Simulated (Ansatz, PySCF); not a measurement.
C2H6Cl2Sn, charge -1, doublet, geometry from GFN2-xTB (such geometries of metal compounds can be far from the true shape) (a state made from the parent by changing its charge; the spin is typed, not shown lowest) (all electrons, no relativity) (in this run its highest filled SCF level lies above zero, so its values depend strongly on the basis, on diffuse functions most of all). Base run: BLYP/STO-3G (PySCF).

Geometry (Å):
```xyz
11

C      1.7637    -1.7366     0.0713
Sn    -0.0163    -0.1356    -0.0301
C     -1.9369    -1.4367    -0.6718
Cl     0.5479     1.4823    -1.9933
Cl    -0.4051     0.6735     2.4140
H      1.4682    -2.5323     0.7464
H      2.6720    -1.2652     0.4313
H      1.9238    -2.1326    -0.9256
H     -2.6851    -0.7975    -1.1280
H     -2.3450    -1.9117     0.2131
H     -1.6084    -2.1879    -1.3821
```
Charge -1, spin multiplicity 2.
Orbitals are unrestricted.
All else is at PySCF's defaults.

The same geometry, method and basis name were run in Ansatz (a quantum-chemistry and plane-wave program) and PySCF, at each program's defaults and at the settings that a row names. The base is PySCF at its defaults. Differences at the defaults can come from grids, fitting, cores and function types together.

| code and settings | ΔE vs base (mEh) | basis functions | E (Eh) | SCF cycles |
|---|---|---|---|---|
| PySCF, defaults (exact integrals, its default grid, spherical functions) | 0.000 | 61 | -6954.28948 | 10 |
| Ansatz, defaults (factorised integrals, its default grid, spherical functions) | -0.003 | 61 | -6954.28948 | - |
| PySCF, fine grid | -0.006 | 61 | -6954.28949 | 10 |
| Ansatz, high accuracy | -0.005 | 61 | -6954.28949 | - |

Open shells are given as the SCF converged; they aren't shown to be the lowest states, and a large step between rows can be another state.
